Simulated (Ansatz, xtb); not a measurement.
**C3H3NSSe: which of two isomers lies lower**

We compare I, `[SeH]c1ccsn1`, a singlet, with II, `[SeH]c1ccns1`, a singlet. Both are isolated molecules in the gas phase, relaxed with B3LYP-D3(BJ)/def2-SVP; the shapes shown needn't be the lowest conformers.

I (Å):

```yaml
atoms:
  - { symbol: C, position_ang: [0.1008, -0.1917, 0.2696] }
  - { symbol: C, position_ang: [0.3229, -1.5204, -0.2304] }
  - { symbol: C, position_ang: [-0.5696, -1.7925, -1.2350] }
  - { symbol: N, position_ang: [-0.8655, 0.4974, -0.2899] }
  - { symbol: S, position_ang: [-1.5913, -0.4274, -1.4847] }
  - { symbol: Se, position_ang: [1.0907, 0.6534, 1.6757] }
  - { symbol: H, position_ang: [1.9703, -0.5103, 1.8976] }
  - { symbol: H, position_ang: [1.0850, -2.2083, 0.1332] }
  - { symbol: H, position_ang: [-0.6638, -2.7089, -1.8178] }
```

II (Å):

```yaml
atoms:
  - { symbol: C, position_ang: [0.7150, -0.6690, 0.1452] }
  - { symbol: C, position_ang: [0.1064, -1.6947, -0.5473] }
  - { symbol: C, position_ang: [-1.2266, -1.3278, -0.9030] }
  - { symbol: N, position_ang: [-1.6434, -0.1374, -0.5273] }
  - { symbol: S, position_ang: [-0.4033, 0.6494, 0.2769] }
  - { symbol: Se, position_ang: [2.5148, -0.6430, 0.7628] }
  - { symbol: H, position_ang: [2.2392, 0.2476, 1.9079] }
  - { symbol: H, position_ang: [0.5709, -2.6552, -0.7703] }
  - { symbol: H, position_ang: [-1.9191, -1.9761, -1.4495] }
```

Energies in hartree; the thermal terms are from GFN2-xTB frequencies at re-optimised GFN2-xTB minima (ideal gas, soft modes damped towards free rotors, one conformer each, 298.15 K, 1 atm) and include the zero-point energy:

|  | I | II |
| --- | --- | --- |
| E, CCSD(T)/def2-SVP | −2967.564468 | −2967.563158 |
| E, MP2/def2-SVP | −2967.499329 | −2967.498431 |
| E, MP2/def2-TZVPP | −2968.336296 | −2968.334705 |
| zero-point energy | 0.050175 | 0.050290 |
| H(298 K) − E | 0.057222 | 0.057416 |
| G(298 K) − E | 0.018849 | 0.018780 |

Task: Correct the CCSD(T) difference for the basis set by the MP2 change, then work out ΔE, ΔE₀, ΔH and ΔG for I → II in kJ/mol (1 Eh = 2625.50 kJ/mol) and the equilibrium ratio [II]/[I].

Result: 1. Differences II − I: CCSD(T) +0.001310, MP2 in the small set +0.000898, MP2 in the large set +0.001591 Eh.
2. ΔE = +0.001310 + (+0.001591 − (+0.000898)) = +0.002003 Eh = +5.26 kJ/mol.
3. ΔE₀ = ΔE + ΔZPE = +0.002003 + (+0.000115) Eh = +5.56 kJ/mol.
4. ΔH = ΔE + (+0.000194) Eh = +5.77 kJ/mol.
5. ΔG = ΔE + (−0.000069) Eh = +5.08 kJ/mol, so ΔS = (ΔH − ΔG)/T = +2.3 J/(mol K).
6. kT = 0.9442 mEh, so K = [II]/[I] = exp(−ΔG/kT) = exp(−2.05) ≈ 0.13.

The sums favour I, but ΔE leans on the basis-set step (CCSD(T) alone has the other sign or is under 1 kcal/mol), so the order isn't settled. An error of 4 kJ/mol in ΔG would change K by a factor of 5. Mirror images and further conformers aren't counted.

As drawn, both hold the same kinds of bond in the same numbers.

Other levels gave ΔE = +14.3 (GFN2-xTB); +4.8 (HF/STO-3G, GFN2-xTB geometries); +4.6 (r2SCAN-D4/def2-SVP, GFN2-xTB geometries); +3.8 (B3LYP-D3(BJ)/def2-SVP); +5.7 (HF/def2-SVP); +2.4 (MP2/def2-SVP); +3.4 (CCSD(T)/def2-SVP) kJ/mol. The correlated steps freeze 18 core orbitals; the filled d shell of Se is correlated, in a basis made for valence electrons. Programs: Ansatz 0.2.0, xtb 6.7.1.
